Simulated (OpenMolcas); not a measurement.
An OpenMolcas run meant for Er4+ (ANO-RCC-VTZP, DKH3; inactive shells 1s 2s 2p 3s 3p 3d 4s 4p 4d 5s 5p; intended active space 10 electrons in 7 orbitals (4f)). One step of its input:

```
&CASPT2
Multistate=30 1 2 3 4 5 6 7 8 9 10 11 12 13 14 15 16 17 18 19 20 21 22
23 24 25 26 27 28 29 30
Frozen=14 9
IPEA=-0.5
Imaginary=0.1
MaxIter=60
WThr=0.0 0.3 0.05
PrWF=0.5
NoMix
```

The run finished. Its levels beside those of a sound run (SS-CASPT2, IPEA 0.25 Eh, imaginary shift 0.1 Eh (closed shells correlated: 5s 5p)), in cm⁻¹ above each run's lowest level:

```
   Level  This run  Usual run
4f¹⁰ ⁵I₈       0.0        0.0
4f¹⁰ ⁵I₇      6191       6162
4f¹⁰ ⁵I₆     10561      10547
4f¹⁰ ⁵I₅     13554      13590
4f¹⁰ ⁵I₄     15951      15996
4f¹⁰ ⁵F₅     18629      19208
4f¹⁰ ⁵F₄     23478      24031
4f¹⁰ ⁵S₂     24260      25383
4f¹⁰ ³K₈     26270      26981
4f¹⁰ ⁵F₃     26705      27244
```

**Question.** Which setting is unsound, and how much does it matter here?

**Answer.** The IPEA shift is negative. Against the sound run the excited levels shown move by 400 cm-1 on average and by 1100 cm-1 at most.

CASPT2 breaks the degeneracy within a term, and the mean is taken; among the terms shown or strongly mixed into the levels shown the widest spread is 4200 cm-1 (4f¹⁰ ³K, this run). High states are left out of the spin-orbit mixing, which shifts the levels that they would mix with. The CASPT2 spread within a term exceeds the gap to the next term for 4f¹⁰ ⁵S and 4f¹⁰ ⁵F, so the order of their levels is uncertain (figures for the sound run; the like holds for this run). Only configurations of the active space appear.
